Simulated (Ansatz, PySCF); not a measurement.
Spin states of COOs (SMILES [O+]#[C-]->[Os]), each relaxed with B3LYP-D3(BJ)/def2-TZVP.
State 1 (charge 0, multiplicity 3):
```xyz
3

Os    -1.0118    -0.8084    -0.9236
O      0.8564     0.7302     0.7569
C      0.1223     0.1257     0.0965
```
State 2 (charge 0, multiplicity 5):
```
atom    x (Å)    y (Å)    z (Å)
----  -------  -------  -------
Os    -1.0627  -0.8892  -0.9574
O      0.8945   0.6977   0.8107
C      0.1350   0.2390   0.0765
```

Singlets are restricted, other states unrestricted; no spin–orbit coupling, no relativity up to Kr; see below for the cores. The largest T1 diagnostic is 0.053.

Codes used: Ansatz (Gaussian basis) for Hartree–Fock, density functionals and correlated methods; PySCF for the dispersion terms. Each number belongs to the level named beside it. In def2 rows elements past Kr take small-core potentials, without spin–orbit coupling.

**Question.** Estimate the energy of the multiplicity-5 state less that of the multiplicity-3 state that BHLYP-D3(BJ)/def2-TZVPP returns for this input.

**Answer.** 26.8 kcal/mol

**Question.** Give the energy of the multiplicity-5 state less that of the multiplicity-3 state at the level BLYP-D3(BJ)/def2-TZVPP.

**Answer.** 39.2 kcal/mol

**Question.** Estimate the energy of the multiplicity-5 state less that of the multiplicity-3 state that B3LYP/def2-TZVPP returns for this input.

**Answer.** 34.5 kcal/mol

Ansatz is a program for electronic structure.
